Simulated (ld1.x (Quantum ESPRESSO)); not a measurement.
**O (Z = 8): excitation energies, all-electron against TM**

| Item | Value |
| --- | --- |
| Element | O |
| Generator | ld1.x (Quantum ESPRESSO) 7.5 |
| Type | norm-conserving Troullier–Martins (Kleinman–Bylander form) |
| Functional | PBEsol |
| Relativity | scalar-relativistic |
| Frozen core | none |
| Valence charge | 8 |
| Reference configuration | 1s2 2s2 2p4 |
| Partial waves | 2p (bound): rc 1.15 bohr; 1s (bound): rc 0.30 bohr |
| Local potential | the s channel |
| Core correction | none |

Occupied shells without a wave of their own: 2s. They enter only through the test configuration that unscreens the potential.

Energies are relative to the spin-unpolarised reference configuration 1s2 2s2 2p4; without spin polarisation the order of configurations can differ from experiment.

```tsv
valence configuration	charge	ΔE all-electron (eV)	error AE − PS (meV)
1s2 2s2 2p3	+1	16.360	+11
1s2 2s2 2p2	+2	49.837	+82
1s2 2s2 2p1	+3	103.544	+317
1s1 2s2 2p4	+1	552.736	+605
1s2 2s1 2p4	+1	31.497	+684
1s2 2s2 2p3.5	+0.5	6.254	+1.8
1s2 2s0 2p6	0	29.748	+1269
```

Levels in the configuration 1s2 2s2 2p3.5:

| level | all-electron (eV) | pseudo (eV) |
| --- | --- | --- |
| 1s | -521.488 | -521.445 |
| 2s | -31.227 | -30.570 |
| 2p | -16.207 | -16.197 |

The 2s level has no wave, so the channel is fitted at the deeper level alone: the likely source of the large errors.

A Bessel basis up to 400 Ry misses an occupied level by 1.65 Ry, so cutoffs and ghosts were not judged. The potential misses its own reference levels by up to 0.6 eV.
